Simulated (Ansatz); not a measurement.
Start from `[OH][Sn][SH]` and change one atom or group to get `C[S][Sn][OH]`.

Ansatz, PBE0-D4/def2-TZVP geometries, multiplicity 1. Each molecule was computed in one conformer, which needn't be the lowest.

Elements past krypton have def2 core potentials.

```tsv
property	`[OH][Sn][SH]`
HOMO–LUMO gap (PBE0/def2-TZVPP) / eV	5.10
LUMO energy (B3LYP/def2-TZVPP) / eV	-2.48
size of the dipole moment (B3LYP/def2-TZVPP) / D	0.47
HOMO energy (ωB97M-V/def2-TZVPP) / eV	-9.38
size of the dipole moment (PBE/def2-TZVPP) / D	0.34
LUMO energy (ωB97M-V/def2-TZVPP) / eV	-0.53
```

**Question.** What does the change do to each property? (Best estimate.)

**Answer.** Computed: 
```
                                        property  `C[S][Sn][OH]`  shift
            HOMO–LUMO gap (PBE0/def2-TZVPP) / eV            4.90  -0.20
             LUMO energy (B3LYP/def2-TZVPP) / eV           -2.33   0.15
size of the dipole moment (B3LYP/def2-TZVPP) / D            0.54   0.07
           HOMO energy (ωB97M-V/def2-TZVPP) / eV           -9.04   0.34
  size of the dipole moment (PBE/def2-TZVPP) / D            0.73   0.39
           LUMO energy (ωB97M-V/def2-TZVPP) / eV           -0.41   0.12
```

With PBE0 the HOMO rises by 0.35 eV and the LUMO rises by 0.15 eV, so the gap narrows by about 0.20 eV. PBE moves the HOMO by 0.46 eV and ωB97M-V by 0.34 eV. The zero-point energy changes by 79.2 kJ/mol with +9 modes. Dipoles are sizes alone; their direction can turn.

B3LYP here is the variant with VWN-RPA as its local correlation; programs differ in this.
